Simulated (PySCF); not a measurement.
Two species compared at the same levels of theory.

First species: C₄H₆Si₂.
InChI=1S/C4H6Si2/c1-2-6-4-3-5/h1H,6H2,5H3

Second species: C5H8ClNO.
Atom-mapped SMILES: `[CH2:1]=[C:2]([Cl:3])[NH:4][C:5](=[O:6])[CH2:7][CH3:8]` (hydrogens: H9, H10 on C1; H11 on N4; H12, H13 on C7; H14, H15, H16 on C8)

Levels: PBE0/def2-SVPD for dipole moment, HOMO energy, LUMO energy, HOMO–LUMO gap, static isotropic polarisability and electronic spatial extent ⟨r²⟩ about the centre of nuclear charge; TDDFT PBE0/def2-SVPD for lowest singlet excitation; TDA PBE0/def2-SVPD for lowest triplet excitation (Tamm–Dancoff); GFN2-xTB for rotational constant A and rotational constant C. Geometries: GFN2-xTB. Each species is one conformer at its optimised geometry, gas phase, non-relativistic unless stated. Electronic properties by PySCF.

The conformers computed, where there is a choice (atom-mapped SMILES and torsion angles):
- `[CH2:1]=[C:2]([Cl:3])[NH:4][C:5](=[O:6])[CH2:7][CH3:8]`: C1–C2–N4–C5 0°, C2–N4–C5–O6 0°, N4–C5–C7–C8 180°

| property | column X | column Y |
| --- | --- | --- |
| dipole moment | 2.75 D | 0.30 D |
| HOMO energy | -6.96 eV | -8.18 eV |
| LUMO energy | -0.54 eV | -0.71 eV |
| HOMO–LUMO gap | 6.42 eV | 7.47 eV |
| lowest singlet excitation | 5.35 eV | 5.62 eV |
| lowest triplet excitation (Tamm–Dancoff) | 3.89 eV | 4.60 eV |
| static isotropic polarisability | 87.2 au | 99.8 au |
| electronic spatial extent ⟨r²⟩ about the centre of nuclear charge | 1581 bohr² | 1550 bohr² |
| rotational constant A | 4.326 GHz | 5.698 GHz |
| rotational constant C | 0.685 GHz | 0.702 GHz |

Which column belongs to which species?

Column X is the second species and column Y the first. The first has 12 atoms and 58 electrons, the second 16 and 70.

How does each property change from the first species to the second?

dipole moment +2.45 D; HOMO energy +1.22 eV; LUMO energy +0.17 eV; HOMO–LUMO gap -1.05 eV; lowest singlet excitation -0.27 eV; lowest triplet excitation (Tamm–Dancoff) -0.71 eV; static isotropic polarisability -12.6 au; electronic spatial extent ⟨r²⟩ about the centre of nuclear charge +31 bohr²; rotational constant A -1.372 GHz; rotational constant C -0.017 GHz.

On the first: In wavenumbers S1 is 45300 cm⁻¹ (1 eV = 8065.54 cm⁻¹). The principal polarisabilities are 72.6, 92.1 and 134.6 au; their mean is the isotropic value.

On the second: S1 lies 1.07 eV below the HOMO–LUMO gap; its leading configuration is HOMO−1→LUMO, weight 0.93. The 6 singlets span 5.35 to 7.01 eV, and their oscillator strengths add up to 0.31.
